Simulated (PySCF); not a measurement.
Job for PySCF: D3(BJ) and D4 dispersion corrections on FNbO (SMILES [O]=[Nb][F]), 2S+1 = 3, a spin state set in the input, which need not be the lowest.

```python
from pyscf import gto
from pyscf.dispersion import dftd3, dftd4

mol = gto.M(
    atom='''
    Nb    0.33823495   -0.13920446    0.47124593
    O     1.11612439   -0.20712673   -1.03609638
    F    -1.48742806    0.39370280    0.49453082
    ''',
    basis='def2-svp',
    charge=0, spin=2, verbose=0, max_memory=1800)
d3, d4 = {}, {}
for xc in ['hf', 'pbe', 'blyp', 'revpbe', 'tpss', 'r2scan', 'b3lyp', 'pbe0', 'bhlyp', 'camb3lyp', 'b2plyp']:
    d3[xc] = float(dftd3.DFTD3Dispersion(mol, xc=xc, version='d3bj', atm=False).get_dispersion()['energy'])
    print(f'D3(BJ) {xc:10s} {d3[xc]:14.8f} Eh')
for xc in ['hf', 'pbe', 'blyp', 'revpbe', 'tpss', 'r2scan', 'b3lyp', 'pbe0', 'bhlyp', 'camb3lyp', 'b2plyp']:
    d4[xc] = float(dftd4.DFTD4Dispersion(mol, xc={'camb3lyp': 'cam-b3lyp'}.get(xc, xc), atm=True).get_dispersion()['energy'])
    print(f'D4     {xc:10s} {d4[xc]:14.8f} Eh')
```

Output:

```
D3(BJ) hf            -0.01550637 Eh
D3(BJ) pbe           -0.00139099 Eh
D3(BJ) blyp          -0.00333778 Eh
D3(BJ) revpbe        -0.00330662 Eh
D3(BJ) tpss          -0.00182805 Eh
D3(BJ) r2scan        -0.00034913 Eh
D3(BJ) b3lyp         -0.00280520 Eh
D3(BJ) pbe0          -0.00127217 Eh
D3(BJ) bhlyp         -0.00253803 Eh
D3(BJ) camb3lyp      -0.00128326 Eh
D3(BJ) b2plyp        -0.00146428 Eh
D4     hf            -0.00652444 Eh
D4     pbe           -0.00186879 Eh
D4     blyp          -0.00410701 Eh
D4     revpbe        -0.00499580 Eh
D4     tpss          -0.00250417 Eh
D4     r2scan        -0.00038848 Eh
D4     b3lyp         -0.00309256 Eh
D4     pbe0          -0.00156022 Eh
D4     bhlyp         -0.00266667 Eh
D4     camb3lyp      -0.00160419 Eh
D4     b2plyp        -0.00127198 Eh
```

The run finished.

Cost: very roughly 0.010 core-seconds.
